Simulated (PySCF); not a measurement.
## Radial density of Pb (lead, neutral)

BLYP, [Xe] 4f14 5d10 6s1 6p3, high-spin 5S determinant (an excited configuration). All numbers are calculated (PySCF 2.14, scalar relativity by spin-free X2C-1e, in ANO-RCC-VTZP (8s7p5d3f2g, 93 functions)).

| r (bohr) | 4πr²ρ (e/bohr) | 4πr²(ρα − ρβ) |
| --- | --- | --- |
| 0.0189 | 100.9 | 0.0119 |
| 0.0318 | 124.8 | 0.0300 |
| 0.0535 | 153.8 | 0.0137 |
| 0.0900 | 120.6 | 0.0037 |
| 0.151 | 142.1 | 0.0453 |
| 0.255 | 81.39 | 0.0598 |
| 0.428 | 84.91 | 0.0007 |
| 0.721 | 28.70 | 0.2934 |
| 1.21 | 15.53 | 0.0504 |
| 2.04 | 3.729 | 1.5566 |
| 3.43 | 1.096 | 1.0253 |
| 5.77 | 0.1255 | 0.1253 |
| 9.70 | 0.0005926 | 0.0006 |

Densities and radii are taken from the X2C orbitals without a picture-change correction, which distorts them close to the nucleus.

Spin-orbit coupling, which splits the p, d and f shells strongly at this Z, is absent. Spin-orbit coupling is strong in this species (close to jj coupling), so the high-spin LS determinant is a model state, not a physical level.
